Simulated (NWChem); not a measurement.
System: GaH$_{3}$; SMILES [GaH3]

```xyz
4

Ga     0.0000     0.0000     0.0000
H      1.1176     1.1176     0.0000
H      0.4091    -1.5267     0.0000
H     -1.5267     0.4091     0.0000
```
Atoms are numbered in this order, from 1.

All runs use the structure optimised with PBE-D3(BJ)/def2-SVP.

Q: List the 4 lowest vertical singlet excitations and the 4 lowest triplet ones from PBE/aug-cc-pVDZ, full TDDFT (NWChem).

A: 
```json
[
 {"state": "S1", "energy (eV)": "4.80", "oscillator strength": "0.000", "leading excitation (squared amplitude)": "HOMO → LUMO (1.00)"},
 {"state": "S2", "energy (eV)": "4.80", "oscillator strength": "0.000", "leading excitation (squared amplitude)": "HOMO−1 → LUMO (1.00)"},
 {"state": "S3", "energy (eV)": "7.21", "oscillator strength": "0.166", "leading excitation (squared amplitude)": "HOMO−1 → LUMO+1 (0.86)"},
 {"state": "S4", "energy (eV)": "7.21", "oscillator strength": "0.166", "leading excitation (squared amplitude)": "HOMO → LUMO+1 (0.86)"},
 {"state": "T1", "energy (eV)": "4.30", "oscillator strength": "spin-forbidden", "leading excitation (squared amplitude)": "HOMO → LUMO (1.00)"},
 {"state": "T2", "energy (eV)": "4.30", "oscillator strength": "spin-forbidden", "leading excitation (squared amplitude)": "HOMO−1 → LUMO (1.00)"},
 {"state": "T3", "energy (eV)": "6.44", "oscillator strength": "spin-forbidden", "leading excitation (squared amplitude)": "HOMO−1 → LUMO+1 (0.91)"},
 {"state": "T4", "energy (eV)": "6.44", "oscillator strength": "spin-forbidden", "leading excitation (squared amplitude)": "HOMO → LUMO+1 (0.91)"}
]
```
